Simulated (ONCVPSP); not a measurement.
Configuration tests for lanthanum (La) (ONCV)

| Item | Value |
| --- | --- |
| Element | La |
| Generator | ONCVPSP 4.0.1 |
| Type | optimised norm-conserving Vanderbilt (ONCV) |
| Functional | PBE |
| Relativity | fully relativistic |
| Frozen core | [Kr] 4d10 |
| Valence charge | 11 |
| Reference configuration | 5s2 5p6 5d1 6s1.75 (charge +0.25) |
| Partial waves | 5s+6s: rc 2.20 bohr, ncon 4, nbas 8, qcut 4.9 1/bohr, 2 projectors; 5p: rc 2.50 bohr, ncon 4, nbas 7, qcut 6.3 1/bohr, 3 projectors, debl 3.3 Ha; 5d: rc 2.55 bohr, ncon 3, nbas 7, qcut 4 1/bohr, 2 projectors, debl 3.6 Ha; f scattering state at 0.36 Ha: rc 2.30 bohr, ncon 4, nbas 8, qcut 4.7 1/bohr, 2 projectors, debl 3 Ha |
| Local potential | polynomial inside 1.65 bohr (lpopt 4, dvloc0 0 Ha) |
| Core correction | polynomial model core, fcfact 0.2 |

Open shells are filled in proportion to 2j + 1.

In the f channel the program set the typed energies aside and used -0.205, 2.795 Ha (j = l + 1/2; the other j can differ).

Energies are relative to the spin-unpolarised reference configuration 5s2 5p6 5d1 6s1.75; without spin polarisation the order of configurations can differ from experiment.

```csv
valence configuration,charge,ΔE all-electron (eV),error AE − PS (meV)
5s2 5p6 5d1 6s0,+2,15.794,-2.3
5s2 5p6 5d1 6s0 6p2,0,3.772,-0.1
```

(1) What are ΔE and the potential's error for 5s2 5p6 5d1 6s1?

(2) What are ΔE and the potential's error for 5s2 5p6 5d1 6s2?

Levels in the configuration 5s2 5p6 5d1 6s0 6p2:

```tsv
level	all-electron (eV)	pseudo (eV)
5s j=1/2	-41.010	-41.018
5p j=3/2	-23.713	-23.712
5p j=1/2	-26.237	-26.238
5d j=5/2	-4.654	-4.651
5d j=3/2	-4.865	-4.862
6p j=3/2	-2.221	-2.222
6p j=1/2	-2.419	-2.419
```

Note: no bound ghost flagged; GHOST(+) flagged for s at 101.3 eV, p3/2 at 300.9 eV.

Results:

(1) ΔE = 4.908 eV all-electron; the error (AE − PS) is -0.3 meV.

(2) ΔE = -1.058 eV all-electron; the error (AE − PS) is 0.0 meV.

These tests converged, but a pseudo level misses the all-electron one widely, so the file describes the atom poorly there or has found another state: 5s2 5p6 5d1 6s0 6p2: empty 6s by 8.7 eV.
